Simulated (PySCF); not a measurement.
Two-photon absorption: `[Si@@H]1(P)C(=C)CCN1`, C4H10NPSi

Geometry:
```tsv
atom	x (Å)	y (Å)	z (Å)
C1	-0.597	-1.901	-1.076
C2	-0.543	-0.803	-0.342
C3	-1.655	0.195	-0.220
C4	-1.029	1.583	-0.094
N5	0.163	1.447	0.719
Si6	0.885	-0.113	0.671
P7	2.866	-0.223	-0.391
H8	-1.469	-2.166	-1.656
H9	0.231	-2.589	-1.124
H10	-2.351	0.149	-1.059
H11	-2.205	-0.028	0.697
H12	-0.788	1.971	-1.093
H13	-1.722	2.285	0.383
H14	0.650	2.311	0.882
H15	0.937	-0.636	2.050
H16	3.026	-1.577	-0.163
H17	3.592	0.108	0.739
```

The calculation used TDDFT LC-wPBE/def2-SVPD excited states, vertical, gas phase in PySCF. Geometry: GFN2-xTB.

Task: How strongly do the lowest singlets absorb one photon, and two photons of half the energy?

Result: δ for parallel linear polarisation; σ at the peak of a Lorentzian of half width 0.1 eV, single beam; Ω is circular over linear.
```tsv
state	E (eV)	f	photon λ (nm)	δ (au)	σ (GM)	Ω	main
S1	6.17	0.010	402	21.6	0.30	0.75	HOMO→LUMO+2 0.41, HOMO→LUMO 0.34
S2	6.45	0.013	385	10.8	0.17	1.14	HOMO→LUMO 0.39, HOMO→LUMO+2 0.14
S3	6.68	0.004	371	4.31	0.07	0.75	HOMO−3→LUMO 0.32, HOMO→LUMO+1 0.20
S4	6.84	0.074	363	13.6	0.23	0.67	HOMO→LUMO+1 0.28, HOMO−3→LUMO 0.17
S5	6.96	0.172	356	18.1	0.32	1.48	HOMO−1→LUMO 0.24, HOMO−2→LUMO 0.14
```

Among these, the strongest one-photon state is S5, the strongest two-photon state S5, with a dipole change of 1.5 D (relaxed, norm of the difference vector).
